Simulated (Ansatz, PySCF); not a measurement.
System: SbCl2 (charge +1, singlet). SMILES: [Cl][Sb+][Cl]
Structure (B3LYP-D3(BJ)/def2-TZVP (Ansatz, a quantum-chemistry and plane-wave program) minimum search):
```xyz
3

Sb     0.3695    -0.0286     0.4497
Cl     0.7858     0.3236    -1.7580
Cl    -1.8945    -0.2379     0.4089
```
Charge +1, spin multiplicity 1.

Property: vertical triplet-singlet gap, E(triplet) - E(singlet), in eV. Conventions: LANL2DZ with its own core potentials from Na on; open shells spin-unrestricted; frozen cores in correlated levels (noble-gas shells and the d and f shells of earlier blocks); STO-3G and 3-21G all-electron and non-relativistic; six Cartesian d functions in 6-31G* and its kin unless marked 5d; each state is the SCF solution reached for its charge and spin; spin-orbit terms left out; def2 sets with scalar-relativistic core potentials past Kr; dispersion terms only where a functional's name holds one. Ab initio and DFT rows: single points at B3LYP-D3(BJ) geometries (Ansatz). The spin state of an ion or metal species was assumed, not searched. Levels can end on unlike triplets.

```json
[
 {"level": "HF/6-31G* with LANL2DZ past Ar", "program": "Ansatz", "vertical triplet-singlet gap, E(triplet) - E(singlet) (eV)": "1.85"},
 {"level": "PBE/6-31G* with LANL2DZ past Ar", "program": "Ansatz", "vertical triplet-singlet gap, E(triplet) - E(singlet) (eV)": "2.49"},
 {"level": "B3LYP/STO-3G", "program": "Ansatz", "vertical triplet-singlet gap, E(triplet) - E(singlet) (eV)": "1.93"},
 {"level": "B3LYP/3-21G", "program": "Ansatz", "vertical triplet-singlet gap, E(triplet) - E(singlet) (eV)": "2.43"},
 {"level": "B3LYP/6-31G* with LANL2DZ past Ar", "program": "Ansatz", "vertical triplet-singlet gap, E(triplet) - E(singlet) (eV)": "2.45"},
 {"level": "M06-2X/6-31G* with LANL2DZ past Ar (5d)", "program": "PySCF", "vertical triplet-singlet gap, E(triplet) - E(singlet) (eV)": "2.61"},
 {"level": "MP2/6-31G* with LANL2DZ past Ar", "program": "Ansatz", "vertical triplet-singlet gap, E(triplet) - E(singlet) (eV)": "2.44"},
 {"level": "B3LYP/def2-TZVPD", "program": "Ansatz", "vertical triplet-singlet gap, E(triplet) - E(singlet) (eV)": "2.72"},
 {"level": "wB97M-V/def2-TZVPD", "program": "Ansatz", "vertical triplet-singlet gap, E(triplet) - E(singlet) (eV)": "2.73"},
 {"level": "wB97X-V/def2-TZVPD", "program": "Ansatz", "vertical triplet-singlet gap, E(triplet) - E(singlet) (eV)": "2.79"}
]
```

No value to compare with is used here. The 7 habitual levels span 1.85 (HF/6-31G* with LANL2DZ past Ar) to 2.61 eV (M06-2X/6-31G* with LANL2DZ past Ar (5d)); wB97X-V/def2-TZVPD gives 2.79.

The levels are drawn from those run, B3LYP/6-31G* more often than the rest, none by its result; left out are runs that failed, that the program found above a lower state of the same kind, or whose <S^2> lies over 0.5 above the pure value.
